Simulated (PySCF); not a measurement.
Coordinates in bohr (charge 1 multiplicity 2):
```
Se    0.0000    0.0000   -1.8529
Se    3.1793    0.0000    0.9265
Se   -3.1793    0.0000    0.9265
```

Computed with UPBE/[Se def2-TZVP], no relativity, density fitting, PySCF.

This geometry of Se₃⁺ is a stationary point at this level.

Question: What is the point group?

Answer: C2v.

Question: Is it a minimum?

Answer: Yes: all harmonic wavenumbers are real.

Question: What are the dipole moment and the gap between the highest occupied and lowest empty levels of either spin?

Answer: 0.40 D about the centre of mass and 0.88 eV.

Question: Give the atomic charges and bond orders.

Answer: 
```
 atom  Mulliken  Löwdin  polar tensor  spin (Mulliken)  Mayer order to Se1
  Se1      0.42    0.34          0.35            -0.08                   –
Se2,3      0.29    0.33          0.32             0.54                1.59
```
Other Mayer orders above 0.3: Se–Se 0.84.

This need not be the most stable arrangement of these atoms.
